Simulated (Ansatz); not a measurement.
Total energies of CH$_{5}$FGe (`[CH3][GeH2][F]`).

Cartesian coordinates in Å:
```
C 0.3174 -0.9365 0.3364
Ge -0.3712 0.7649 -0.2809
F 1.0181 1.7895 -0.5551
H -0.5043 -1.6283 0.5315
H 0.8849 -0.7958 1.2566
H 0.9704 -1.3704 -0.4212
H -1.2226 1.4982 0.7687
H -1.0927 0.6785 -1.6361
```

The species carries charge 0 and has multiplicity 1. Correlated methods include outer-core shells of Ge, which these sets cover unevenly. Scalar relativity is left out up to krypton. Geometry: relaxed with PBE0-D4/def2-TZVP. Basis def2-TZVPP, Ansatz.

RPA on PBE orbitals: Hartree–Fock energy of these orbitals -2215.63567 Eh, correlation -1.10655 Eh (frozen core).

```json
{"functional": "LDA (SPW92)", "kind": "LDA", "energy without D4 (Eh)": "-2213.85515", "D4 term (kJ/mol)": "–"}
{"functional": "revPBE", "kind": "GGA", "energy without D4 (Eh)": "-2217.84993", "D4 term (kJ/mol)": "-33.6"}
{"functional": "BLYP", "kind": "GGA", "energy without D4 (Eh)": "-2218.07720", "D4 term (kJ/mol)": "-23.7"}
{"functional": "r2SCAN", "kind": "meta-GGA", "energy without D4 (Eh)": "-2217.98320", "D4 term (kJ/mol)": "-2.5"}
{"functional": "PBE0", "kind": "global hybrid, 25 % exact exchange", "energy without D4 (Eh)": "-2217.64916", "D4 term (kJ/mol)": "-8.9"}
{"functional": "B3LYP", "kind": "global hybrid, 20 %", "energy without D4 (Eh)": "-2218.11376", "D4 term (kJ/mol)": "-17.2"}
{"functional": "r2SCAN0", "kind": "meta-GGA hybrid, 25 %", "energy without D4 (Eh)": "-2217.94802", "D4 term (kJ/mol)": "-2.9"}
{"functional": "HSE06 (plane-wave form)", "kind": "screened hybrid", "energy without D4 (Eh)": "-2217.64267", "D4 term (kJ/mol)": "-8.2"}
{"functional": "BHLYP", "kind": "global hybrid, 50 %", "energy without D4 (Eh)": "-2217.97734", "D4 term (kJ/mol)": "-13.0"}
{"functional": "CAM-B3LYP", "kind": "range-separated hybrid", "energy without D4 (Eh)": "-2218.13540", "D4 term (kJ/mol)": "-8.9"}
{"functional": "LC-ωPBE", "kind": "long-range corrected hybrid", "energy without D4 (Eh)": "-2217.71517", "D4 term (kJ/mol)": "–"}
{"functional": "ωB97X-V", "kind": "range-separated hybrid GGA with VV10", "energy without D4 (Eh)": "-2217.82551", "D4 term (kJ/mol)": "–"}
{"functional": "ωB97M-V", "kind": "range-separated hybrid meta-GGA with VV10", "energy without D4 (Eh)": "-2217.88464", "D4 term (kJ/mol)": "–"}
{"functional": "B2PLYP", "kind": "double hybrid", "energy without D4 (Eh)": "-2217.59841", "D4 term (kJ/mol)": "–"}
```

(1) Give the same for PBE, B97M-V, r2SCANh, PBE-QIDH. (An estimate is asked.)

B3LYP takes the VWN-RPA correlation (the form of Gaussian; ORCA's B3LYP/G). HSE06 is the plane-wave form, built on full-range PBE exchange. The double hybrids freeze the cores in their second-order part.

Results:

(1) Ansatz gave: 
```json
{"functional": "PBE", "kind": "GGA", "energy without D4 (Eh)": "-2217.58373", "D4 term (kJ/mol)": "-10.6"}
{"functional": "B97M-V", "kind": "meta-GGA with VV10", "energy without D4 (Eh)": "-2217.63882", "D4 term (kJ/mol)": "–"}
{"functional": "r2SCANh", "kind": "meta-GGA hybrid, 10 %", "energy without D4 (Eh)": "-2217.96864", "D4 term (kJ/mol)": "-2.6"}
{"functional": "PBE-QIDH", "kind": "double hybrid", "energy without D4 (Eh)": "-2217.30883", "D4 term (kJ/mol)": "–"}
```

LC-ωPBE has ω = 0.4 bohr⁻¹.
